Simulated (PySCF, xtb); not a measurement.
CH₈N₂Si₃, SMILES C1=N[SiH2][SiH2]N[SiH2]1.

Harmonic wavenumbers (cm⁻¹) from GFN2-xTB (xtb) at its own minimum, in rising order: 40, 52, 215, 254, 269, 349, 434, 447, 462, 485, 494, 568, 582, 603, 614, 619, 646, 710, 765, 775, 788, 797, 819, 826, 978, 1204, 1320, 1724, 2116, 2156, 2188, 2196, 2204, 2227, 2851, 3436.

Question: What does PBE-D3(BJ)/def2-SVP in PySCF 2.14.0 give at its own minimum? (An estimate is asked for; the answer gives what the named calculation found.)

Answer: 39, 67, 226, 236, 267, 324, 385, 413, 488, 491, 564, 577, 608, 675, 679, 699, 718, 739, 810, 857, 874, 890, 907, 939, 954, 1147, 1317, 1661, 2103, 2113, 2133, 2140, 2157, 2166, 2843, 3484. Paired by order, the mean absolute difference is 44 cm⁻¹ and the zero-point energies are 53.2 and 53.9 kcal/mol.
